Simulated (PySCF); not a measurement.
A mixed set of molecules.

All values: B3LYP/def2-SVPD (PySCF) at GFN2-xTB geometries, gas phase, one conformer each. Core orbitals are frozen in the response; Δα² is half the sum of the squared differences of the principal polarisabilities.

Question: Rank by HOMO energy, highest first.
A. `c1(C#N)snnc1`
B. `C1=C(OC2CC2)C1=C`
C. `P[SiH2][Si@@H](C)F`
D. `C/C=C(/Cl)C(=O)Cl`

Answer: B (-5.50 eV), C (-7.35 eV), D (-7.69 eV), A (-7.97 eV).

Question: Rank by dipole moment, highest first.
A. `N#Cc1cnns1`
B. `[CH2:1]=[C:2]1[CH:3]=[C:4]1[O:5][CH:6]1[CH2:7][CH2:8]1` with C3–C4–O5–C6 -179°, C4–O5–C6–C7 -128°
C. `[CH3:1]/[CH:2]=[C:3](/[Cl:4])[C:5](=[O:6])[Cl:7]` with C2–C3–C5–O6 -11°
D. `C[C@H]1SC1(C#N)C#N`

Answer: D (4.58 D), C (3.11 D), B (1.86 D), A (0.63 D).

Question: Rank by polarisability anisotropy Δα, highest first.
A. `[CH2:1]=[C:2]1[CH:3]=[C:4]1[O:5][CH:6]1[CH2:7][CH2:8]1` with C3–C4–O5–C6 -179°, C4–O5–C6–C7 -128°
B. `[CH3:1][Si@@H:2]([F:3])[SiH2:4][PH2:5]` with C1–Si2–Si4–P5 75°, Si2–Si4–P5–H -163° and -70°
C. `C(#N)c1cnns1`
D. `[CH3:1]/[CH:2]=[C:3](/[Cl:4])[C:5](=[O:6])[Cl:7]` with C2–C3–C5–O6 -11°
E. `C1(C#N)(C#N)S[C@@H]1C`

Answer: D (7.49 Å³), C (7.16 Å³), A (5.21 Å³), B (3.64 Å³), E (2.52 Å³).

All values together:

```
            SMILES   formula  μ (D)  HOMO (eV)  LUMO (eV)  α (Å³)  Δα (Å³)  electrons  α per electron (Å³)
        N#Cc1cnns1    C3HN3S   0.63      -7.97      -3.19   10.34     7.16         56                0.185
C[Si@@H](F)[SiH2]P  CH8FPSi2   1.77      -7.35      -0.95   14.20     3.64         66                0.215
    C=C1C=C1OC1CC1     C7H8O   1.86      -5.50      -0.05   12.41     5.21         58                0.214
C[C@H]1SC1(C#N)C#N   C5H4N2S   4.58      -7.78      -2.50   12.42     2.52         64                0.194
 C/C=C(/Cl)C(=O)Cl  C4H4Cl2O   3.11      -7.69      -2.70   12.20     7.49         70                0.174
```

Conformers: `[CH3:1][Si@@H:2]([F:3])[SiH2:4][PH2:5]` with C1–Si2–Si4–P5 75°, Si2–Si4–P5–H -163° and -70°; `[CH2:1]=[C:2]1[CH:3]=[C:4]1[O:5][CH:6]1[CH2:7][CH2:8]1` with C3–C4–O5–C6 -179°, C4–O5–C6–C7 -128°; `[CH3:1]/[CH:2]=[C:3](/[Cl:4])[C:5](=[O:6])[Cl:7]` with C2–C3–C5–O6 -11°.
